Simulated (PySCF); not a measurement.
Compound: C₆H₇NO₂.
Atom-mapped SMILES: `[NH2:1][C:2](=[O:3])[C@@H:4]1[CH:5]=[CH:6][C:7](=[O:8])[CH2:9]1`

Geometry (GFN2-xTB, Å), atoms numbered from 1 in this order:
```
atom  x, y, z in Å
N1     2.512   -0.352    0.237
C2     1.277   -0.898    0.181
O3     1.020   -1.985    0.634
C4     0.241    0.009   -0.503
C5    -0.094    1.164    0.394
C6    -1.393    1.241    0.673
C7    -2.135    0.162   -0.003
O8    -3.326   -0.017    0.004
C9    -1.102   -0.687   -0.724
H10    3.250   -0.866    0.688
H11    2.724    0.548   -0.155
H12    0.681    0.367   -1.439
H13    0.671    1.829    0.761
H14   -1.880    1.976    1.288
H15   -1.088   -1.682   -0.274
H16   -1.366   -0.799   -1.774
```

Probes without a nucleus sit at each ring's centroid and 1 Å off its mean plane on both sides; NICS is minus the shielding there, NICSzz its component along the normal. Level: GIAO PBE0/pcSseg-1 (PySCF, non-relativistic, gas phase) on the GFN2-xTB geometry, one conformer.

Ring bond lengths (Å), with Mayer bond orders in brackets: C4–C5 1.501 (1.00), C5–C6 1.330 (1.77), C6–C7 1.473 (1.02), C7–C9 1.518 (1.00), C9–C4 1.528 (1.00).

Q: What do the NICS probes read (ppm)?

A: 
```tsv
ring	type	NICS(0)	NICS(1), two faces	NICS(1)zz, two faces	rms pucker (Å)	centre to ring atoms, mean (Å)
C4–C5–C6–C7–C9	5-membered carbocycle; formal bonds 1 double, 4 single	0.8	-3.1 / -3.5	-4.5 / -3.4	0.02	1.25
```

Q: What can be read from them?

A: 
- C4–C5–C6–C7–C9: mean NICS(1)zz -3.9 ppm, shielded. C4, C9 have four or more neighbours, so the value isn't read as a sign of a π ring current.

Q: How shielded are the nuclei of the rings and their hydrogens (means over atoms taken as equivalent)?

A: 
```csv
atoms,environment,σ isotropic (ppm),"principal values of the symmetric part, first atom (ppm)"
C4,sp3 carbon next to a carbonyl,135.5,"119.0, 136.1, 151.3"
C5,alkene CH carbon,18.6,"-108.0, 21.4, 142.6"
C6,alkene CH carbon,44.3,"-57.9, 52.5, 138.3"
C7,ketone carbonyl carbon,-23.3,"-103.1, -28.3, 61.6"
C9,sp3 carbon next to a carbonyl,149.4,"137.7, 141.5, 169.1"
H12,methine hydrogen,28.29,"24.1, 28.5, 32.3"
H13,vinylic hydrogen,24.10,"20.1, 24.1, 28.1"
H14,vinylic hydrogen,25.52,"23.7, 24.9, 28.0"
H15,methylene hydrogen,28.24,"23.4, 28.6, 32.7"
H16,methylene hydrogen,29.52,"25.1, 28.2, 35.3"
```

The run took 18 s of wall time (grids of density and orbitals included) on one thread of an AMD EPYC 9R45, shared host, and the process peaked at 0.84 GiB of memory. This is the whole shielding run at PBE0/pcSseg-1, SCF included.
